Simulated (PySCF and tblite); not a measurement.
Values are calculated unless marked as measured or tabulated.
C3H10Si, numbered as in [CH3:1][CH2:2][SiH2:3][CH3:4].

Level: PBE0-D3(BJ)/def2-TZVP//PBE0-D3(BJ)/def2-SVP, thermal terms from GFN2-xTB, symmetry numbers and mirror pairs counted. Conformers within 4 kcal/mol (GFN2-xTB free energy) were kept, 5 at most. GIAO shieldings: PBE0/pcSseg-1. Shifts are against TMS (¹H), TMS (¹³C), TMS (²⁹Si) at the same level. (PySCF 2.14, tblite 0.8.)

Torsions listed: C1–C2–Si3–C4. Of a mirror pair one member is shown.

| conformer | shape | symmetry | E(GFN2) kcal/mol | E(DFT) kcal/mol |
| --- | --- | --- | --- | --- |
| 1 | 60° | C1 (pair) | 0.14 | 0.01 |
| 2 | 180° | Cs | 0.00 | 0.00 |

Task: How much do the weights at 298.15 K and the averaged shift of Si3 depend on how the conformers are weighted?

Result: 
```tsv
weighting	1 (%)	2 (%)	δ (ppm)	rms dipole (D)
DFT energy with thermal terms, symmetry and mirror images (full scheme)	67	33	-33.4	0.82
DFT energy with symmetry and mirror images	66	34	-33.4	0.82
bare DFT energy	50	50	-32.8	0.83
GFN2-xTB energy with symmetry and mirror images	61	39	-33.2	0.83
GFN2-xTB free energy	61	39	-33.2	0.83
leading conformer alone	100	0	-34.5	0.81
equal weights	50	50	-32.8	0.83
```

The largest departure from the full scheme, 1.1 ppm, comes with: leading conformer alone.

Unscaled ²⁹Si shifts at such levels can be off by tens of ppm; differences between conformers or isomers are more reliable.
